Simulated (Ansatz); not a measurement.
# A geometry optimisation of C2H8OS2Si2 with B3LYP/def2-SVP

The starting geometry of this gas-phase triplet was optimised with GFN2-xTB as a singlet; its bonds are those of `[SiH3]O[SiH]1SCCS1`.

```yaml
atoms:
  - { symbol: C, position_ang: [1.6442, 1.4504, -0.0524] }
  - { symbol: C, position_ang: [1.0198, 2.1651, -1.2293] }
  - { symbol: O, position_ang: [-1.3958, -1.2447, -0.5057] }
  - { symbol: S, position_ang: [1.6232, -0.3658, -0.2847] }
  - { symbol: S, position_ang: [-0.7146, 1.6389, -1.4624] }
  - { symbol: Si, position_ang: [-2.4186, -1.5869, 0.7240] }
  - { symbol: Si, position_ang: [-0.2607, -0.4418, -1.2980] }
  - { symbol: H, position_ang: [-3.4580, -0.5622, 0.6927] }
  - { symbol: H, position_ang: [-1.6470, -1.5497, 1.9641] }
  - { symbol: H, position_ang: [-2.8855, -2.9219, 0.3699] }
  - { symbol: H, position_ang: [-0.1263, -1.0955, -2.5821] }
  - { symbol: H, position_ang: [1.1081, 1.6754, 0.8702] }
  - { symbol: H, position_ang: [2.6906, 1.7335, 0.0597] }
  - { symbol: H, position_ang: [1.5639, 1.9582, -2.1513] }
  - { symbol: H, position_ang: [0.9976, 3.2409, -1.0574] }
```

Task: Predict what becomes of its bonds when it is optimised with B3LYP/def2-SVP.

Result: A bond breaks, giving a structure given below by its coordinates. Contacts that open: C1–S4 (1.83 → 3.76 Å).

The energy falls by 2.68 eV over 66 steps:

```tsv
step	E − E(last) (eV)
1	2.675
8	0.268
15	0.030
23	0.007
30	0.006
37	0.005
44	0.003
52	0.002
59	0.000
66	0.000
```

Final geometry (Å):

| atom | x (Å) | y (Å) | z (Å) |
| --- | --- | --- | --- |
| C | 2.2696 | 2.4294 | -0.5199 |
| C | 1.0504 | 2.3068 | -1.3247 |
| O | -1.5862 | -1.3256 | -0.5653 |
| S | 1.1351 | -0.8108 | 1.0254 |
| S | -0.4140 | 1.5895 | -0.3156 |
| Si | -2.7759 | -1.9867 | 0.4059 |
| Si | -0.1289 | -0.5550 | -0.6173 |
| H | -3.2664 | -0.9768 | 1.3858 |
| H | -2.2462 | -3.1731 | 1.1343 |
| H | -3.8942 | -2.4034 | -0.4817 |
| H | 0.4398 | -0.7917 | -1.9681 |
| H | 2.4081 | 3.2875 | 0.1429 |
| H | 2.9340 | 1.5713 | -0.3949 |
| H | 1.1683 | 1.6551 | -2.2023 |
| H | 0.6476 | 3.2776 | -1.6473 |

No frequencies were run, so the end isn't proven a minimum. Open shells are spin-unrestricted. The triplet needn't be the ground state. Run with Ansatz 0.2.0, 9.1 min on 4 threads of Arm Neoverse V1, on a shared host.
